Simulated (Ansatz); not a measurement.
Born–Oppenheimer molecular dynamics of AlH2Se (4 atoms, charge -1, multiplicity 1). It goes on from the last frame of an earlier run, with new velocities.

The calculation used RKS LDA/def2-mTZVP (Ansatz).

```json
{
  "ensemble": "NVE (velocity Verlet)",
  "time step": "0.5 fs",
  "steps asked": "150",
  "starting velocities drawn for": "300 K",
  "masses": "H 3.016 u",
  "seed": "605578"
}
```

First frame:

```xyz
4
Properties=species:S:1:pos:R:3
Al -0.079 -0.018 -0.018
Se 1.822 0.653 0.910
H -1.125 0.909 -0.940
H -0.450 -1.611 -0.244
```

(1) How far do the bonds stretch over the last three quarters of this one trajectory? (Pairs bonded in most of those frames.)

Answers

(1) 
| bond | mean (Å) | spread (Å) | shortest | longest |
| --- | --- | --- | --- | --- |
| Al1–Se2 | 2.215 | 0.032 | 2.17 | 2.26 |
| Al1–H3 | 1.642 | 0.033 | 1.59 | 1.69 |
| Al1–H4 | 1.641 | 0.012 | 1.62 | 1.66 |

Mean temperature of the second half: 279 K. The conserved energy stayed within 0.0055 meV per atom of its start (net change 0.0022 meV per atom), so the integration is sound. A run of 0.075 ps of so small a system gives no equilibrium averages. Limits of this set-up: an anion without diffuse functions, the dipole of an ion depends on the origin.

Run time: 94 s on 1 thread of Arm Neoverse V1, on a shared host, peak memory 0.089 GiB.
